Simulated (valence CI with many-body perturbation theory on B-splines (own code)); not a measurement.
**Energy levels of Ag34+**

Method: valence CI with perturbative core correlation (CI+MBPT): three valence electrons over a frozen Dirac-Fock core [Ne], radial functions for each j: 11 s, 11 p, 9 d, 7 f, 5 g, 2 h, 1 i, with the one-electron correlation potential Σ1, the two-electron term Σ2, the three-electron term Σ3, Breit, model QED; selected CI, second order for the rest (own B-spline code, finite nucleus).

No measured spectrum was set against this ion. As an estimate, large intervals hold to a few tenths of a per cent, small ones and those within an open d or f shell to about a per cent.

Levels 46 to 70 of 70, with energies above the lowest level, (3s^2 3p1/2) J=1/2. "Leading %" is the weight of the configuration and term that name the level; weights of strongly mixed levels are sums over their largest components and can fall short. In the jj column 3d3/2^4 stands for four electrons in 3d with j = 3/2. Lifetimes count E1, E2, E3, M1 and M2 decay at the calculated energies, and are blank where another channel may lead or the interval is too uncertain; long ones can be off by a factor of two.

```tsv
No.	Configuration	Term	J	E (eV)	Leading %	Leading jj	Second component	Lifetime
46	3p2.3d	4D	1/2	371.65	82	3p1/2 3p3/2 3d3/2 (98 %)	16 % 3p2.3d 2P	7.96 ps
47	3p2.3d	4F	7/2	378.07	45	3p1/2 3p3/2 3d5/2 (96 %)	38 % 3p2.3d 4D	10.7 ps
48	3p2.3d	2G	9/2	383.04	50	3p1/2 3p3/2 3d5/2 (93 %)	45 % 3p2.3d 4F	15.7 ps
49	3p2.3d	4D	3/2	383.30	36	3p1/2 3p3/2 3d5/2 (67 %)	31 % 3p2.3d 2P	6.30 ps
50	3p2.3d	4P	5/2	383.61	35	3p1/2 3p3/2 3d5/2 (59 %)	26 % 3p2.3d 4F	5.69 ps
51	3p2.3d	4P	3/2	387.58	44	3p1/2 3p3/2 3d3/2 (62 %)	31 % 3p2.3d 2P	4.52 ps
52	3p2.3d	2D	5/2	388.29	50	3p1/2 3p3/2 3d5/2 (65 %)	24 % 3p2.3d 4D	5.77 ps
53	3p2.3d	4P	1/2	389.10	42	3p1/2 3p3/2 3d3/2 (85 %)	27 % 3p2.3d 2P	4.28 ps
54	3p2.3d	2G	7/2	392.95	47	3p1/2 3p3/2 3d5/2 (62 %)	26 % 3p2.3d 2F	10.8 ps
55	3p2.3d	2F	5/2	401.94	48	3p1/2 3p3/2 3d5/2 (50 %)	26 % 3p2.3d 2D	4.54 ps
56	3p2.3d	2P	1/2	402.75	60	3p1/2 3p3/2 3d5/2 (85 %)	26 % 3p2.3d 2S	6.50 ps
57	3p2.3d	2D	3/2	403.16	57	3p1/2 3p3/2 3d5/2 (74 %)	10 % 3p2.3d 4D	6.71 ps
58	3s.3d2	4F	3/2	408.72	85	3s 3d3/2^2 (76 %)	4 % 3p2.3d 2D	3.82 ps
59	3s.3d2	4F	5/2	411.00	76	3s 3d3/2^2 (59 %)	8 % 3s.3d2 2D	3.89 ps
60	3p2.3d	4D	7/2	414.84	37	3p3/2^2 3d5/2 (43 %)	25 % 3s.3d2 4F	5.89 ps
61	3p2.3d	2P	1/2	415.84	39	3p3/2^2 3d3/2 (55 %)	27 % 3p2.3d 4P	4.27 ps
62	3s.3d2	4F	7/2	417.60	74	3s 3d3/2 3d5/2 (54 %)	12 % 3p2.3d 4D	6.34 ps
63	3s.3d2	4F	5/2	417.66	22	3s 3d3/2 3d5/2 (44 %)	16 % 3p2.3d 4P	4.45 ps
64	3p2.3d	4P	3/2	418.11	32	3p3/2^2 3d3/2 (68 %)	15 % 3s.3d2 2D	4.05 ps
65	3p2.3d	4F	9/2	418.55	35	3p3/2^2 3d5/2 (51 %)	25 % 3s.3d2 2G	8.10 ps
66	3s.3d2	4P	1/2	421.94	90	3s 3d3/2^2 (56 %)	5 % 3s.3d2 2S	3.63 ps
67	3s.3d2	4F	9/2	423.24	74	3s 3d5/2^2 (70 %)	13 % 3p2.3d 4F	6.63 ps
68	3s.3d2	4P	3/2	425.36	96	3s 3d3/2 3d5/2 (94 %)		4.13 ps
69	3s.3d2	4P	5/2	426.98	77	3s 3d3/2 3d5/2 (68 %)	9 % 3p2.3d 2D	3.96 ps
70	3p2.3d	2F	7/2	428.04	55	3s 3d3/2 3d5/2 (36 %)	33 % 3s.3d2 2G	5.10 ps
```
